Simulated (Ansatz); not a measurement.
Gas-phase electronic energies from Ansatz, PBE0-D4/def2-TZVP geometries. CBS: MP2 limit from def2 TZ/QZ plus the TZ coupled-cluster correction, frozen cores. This one scheme is used for every species. Each species was taken in one conformer, which may not be the lowest.

Reaction (formal exchange of groups at the Al–Si bond): `C[SiH2][AlH][AlH2]` + `CC[SiH3]` → `C[CH]([SiH3])[AlH][AlH2]` + `C[SiH3]`

```csv
species,CCSD/CBS(def2) energy (Eh)
`C[SiH2][AlH][AlH2]`,-815.92054
`CC[SiH3]`,-369.97684
`C[CH]([SiH3])[AlH][AlH2]`,-855.16904
`C[SiH3]`,-330.72785
```

Task: Work out ΔE.

Result: ΔE = (-855.16904) + (-330.72785) − (-815.92054) − (-369.97684) = 0.00049 Eh = +1.3 kJ/mol. CCSD(T)/CBS gives -0.3 kJ/mol.

Largest T1 diagnostic among the species: 0.012.

The D4 term adds −6.6 kJ/mol with B3LYP and −3.6 kJ/mol with PBE0; it sums over pairs of atoms, weighted by their polarisabilities, and B3LYP, whose exchange is more repulsive, gets the larger term. In def2-TZVPP, CCSD(T) changes the Hartree–Fock value by −5.4 kJ/mol (the triples alone add −1.5 kJ/mol) and MP2 by −14.8 kJ/mol.

B3LYP here is the variant with VWN-RPA as its local correlation; programs differ in this.
